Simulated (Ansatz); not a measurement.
Born–Oppenheimer molecular dynamics of C3H6O2Si2 (13 atoms, charge 0, multiplicity 1). It starts from a relaxed structure.

Level of theory: RKS PBE0/STO-3G in Ansatz 0.2.0.

```
ensemble                      : NVE (velocity Verlet)
time step                     : 0.5 fs
steps asked                   : 250
starting velocities drawn for : 300 K
masses                        : H 3.016 u
seed                          : 317205
```

First frame:

```xyz
13
Properties=species:S:1:pos:R:3
C -1.631 -2.474 -1.147
C -0.616 -1.854 -0.961
Si 0.902 -0.899 -0.654
Si 0.529 0.640 0.980
O 1.891 1.620 1.343
C -0.980 1.718 0.491
O -0.924 2.894 0.069
H -2.540 -3.031 -1.316
H 1.290 -0.270 -1.898
H 1.946 -1.827 -0.279
H 0.210 -0.044 2.215
H 1.926 2.278 0.569
H -1.983 1.214 0.603
```

(1) How far do the bonds stretch over the last three quarters of this one trajectory? (Pairs bonded in most of those frames.)

Results:

(1) 
```csv
bond,mean (Å),spread (Å),shortest,longest
C1–C2,1.204,0.008,1.19,1.22
C1–H8,1.080,0.013,1.05,1.10
C2–Si3,1.820,0.006,1.80,1.84
Si3–Si4,2.273,0.029,2.22,2.33
Si3–H9,1.446,0.032,1.40,1.50
Si3–H10,1.448,0.015,1.42,1.48
Si4–O5,1.722,0.012,1.70,1.74
Si4–C6,1.916,0.022,1.88,1.96
Si4–H11,1.454,0.007,1.44,1.47
O5–H12,1.020,0.019,0.99,1.05
C6–O7,1.253,0.010,1.23,1.27
C6–H13,1.128,0.021,1.09,1.16
```

Mean temperature of the second half: 158 K. The conserved energy stayed within 0.07 meV per atom of its start (net change 0.06 meV per atom), so the integration is sound. The temperature averaged 0.53 of the 300 K drawn at the start: a run that starts near a minimum puts about half its kinetic energy into the potential. A run of 0.12 ps of so small a system gives no equilibrium averages. Limits of this set-up: minimal basis.

Time of the run: 5.3 min on 1 thread of AMD EPYC 9R45 96-Core Processor (Zen 5), with other jobs on the host, peak memory 0.17 GiB.
